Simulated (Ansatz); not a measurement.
Ansatz results at the PBE0-D4/def2-TZVP geometry: HOMO energy (PBE0/def2-TZVPP) -8.11 eV; LUMO energy (ωB97M-V/def2-TZVPP) 0.66 eV; LUMO energy (PBE0/def2-TZVPP) -1.40 eV.

Q: Which molecule gave them?
A. `[CH3][AlH][SiH2][SbH2]`
B. `[CH3][GaH][GeH2][F]`
C. `FC1OB(Cl)[SiH2]1`
D. `F[Si@H](Cl)[C@H]1BO1`

A: C. The others give `[CH3][GaH][GeH2][F]`: -7.49, -0.30, -2.00; `[CH3][AlH][SiH2][SbH2]`: -6.55, 0.51, -1.23; `F[Si@H](Cl)[C@H]1BO1`: -8.78, 0.87, -1.06.
